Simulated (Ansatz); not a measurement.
CH5BClNSn, relaxed with RKS PBE0-D4/def2-TZVP in Ansatz from a PBE-D4/def2-SVP geometry. The force threshold is 0.005 eV/Å; the program also tests the step.

The species carries charge 0 and has multiplicity 1. Sn takes the def2 core potential. The bonds changed during the relaxation, so this is another structure than the one it started from.

Start:

```xyz
10

N    -0.389    1.070   -0.661
B     0.487   -0.074   -0.887
C     0.830   -0.964    0.303
Sn   -1.503   -0.952    0.585
Cl   -1.272    0.603    2.489
H    -0.735    1.646   -1.432
H    -0.420    1.556    0.246
H     1.340   -1.925    0.117
H     1.068   -0.530    1.291
H     0.594   -0.429   -2.050
```

Problem. How much energy does the relaxation release, and in how many steps? (An estimate is asked.)

Solution. The calculation gave: 1.34 kcal/mol, in 10 steps, 1 of them rejected.

Problem. Which bonds change most? (Estimate.)

Solution. Ansatz gave: C3–Sn4 from 2.351 to 2.292 Å; Sn4–Cl5 from 2.469 to 2.422 Å; B2–Sn4 from 2.627 to 2.594 Å; B2–H10 from 1.220 to 1.199 Å.

Problem. Give the relaxed structure. (An estimate is asked.)

Solution. The calculation gave: 
```xyz
10

N    -0.380    1.068   -0.663
B     0.483   -0.070   -0.883
C     0.806   -0.948    0.307
Sn   -1.468   -0.941    0.589
Cl   -1.280    0.542    2.494
H    -0.726    1.619   -1.432
H    -0.388    1.574    0.215
H     1.300   -1.898    0.125
H     1.072   -0.513    1.270
H     0.581   -0.432   -2.022
```
